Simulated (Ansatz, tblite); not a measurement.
Removing and adding an electron: `FC(F)(F)c1ccc(-c2ccc(-c3ccc(C(F)(F)F)s3)s2)s1`. The state is a singlet with charge 0. Geometry: PBE-D4/def2-SVP. Ansatz, gas phase; energy differences of separate SCF runs; the oxidised species was run as a doublet alone; the reduced species was run as a doublet alone.

The xTB rows come from tblite. Single mean-field runs in def2-TZVP are fitted with def2-universal-jkfit.

| level | −HOMO (eV) | vertical IE (eV) | −LUMO (eV) | vertical EA (eV) | HOMO–LUMO gap (eV) | IE − EA (eV) | remarks |
| --- | --- | --- | --- | --- | --- | --- | --- |
| GFN1-xTB | 11.33 | 13.37 | 9.30 | 7.28 | 2.03 | 6.10 | – |
| GFN2-xTB | 10.76 | 12.78 | 8.76 | 6.83 | 2.00 | 5.95 | – |
| PBE-D4/def2-TZVP | 5.36 | 7.27 | 3.24 | 1.46 | 2.12 | 5.82 | HOMO above zero (-1 doublet) |
| PBE0-D4/def2-TZVP | 6.19 | 7.47 | 2.65 | 1.45 | 3.54 | 6.02 | – |

   A HOMO above zero means that the electron is unbound at that level or that self-interaction error raises the level; the energy of removing that electron tells which. Raw xTB energy differences between charge states are shifted by several eV; the methods need an empirical correction for them. Sets without diffuse functions give affinities that are too small.
